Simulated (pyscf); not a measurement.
Single points on ωB97X-D3(BJ)/def2-SVP structures (PySCF, gas phase). Correlated levels are frozen-core, on RHF or UHF. ΔMP2 is the change of the MP2 total energy from the triple- to the quadruple-zeta basis.

SMILES: [GeH3][BiH2]
```xyz
7

Ge     0.5613    -0.2250     0.8544
Bi    -1.8938    -1.2361     0.8076
H      1.1114    -0.2855     2.2906
H      0.5135     1.2518     0.4234
H      1.5231    -0.9798    -0.0749
H     -1.2240    -2.8869     0.9220
H     -1.8362    -1.3114    -0.9750
```
Charge 0, spin multiplicity 1.

Task: What is the homolytic dissociation enthalpy (298 K, CCSD(T)/def2-TZVPP + ΔMP2(QZVPP)) of the Bi–Ge bond of H₃Ge–BiH₂, to GeH₃• + BiH₂•?

Result: Bi–Ge to GeH₃• + BiH₂•: 217.6 kJ/mol. The CCSD(T) − MP2 part came from Ansatz, without density fitting, on the same reference. The frozen core leaves the outer d or s,p core shells of the metals and heavy elements correlated in the MP2 and CC values, and def2-TZVPP describes them poorly, which can shift differences by a few kcal/mol. Elements up to Kr have no core potential and no relativistic terms here. Elements past Kr carry the def2 core potentials, without spin-orbit coupling.
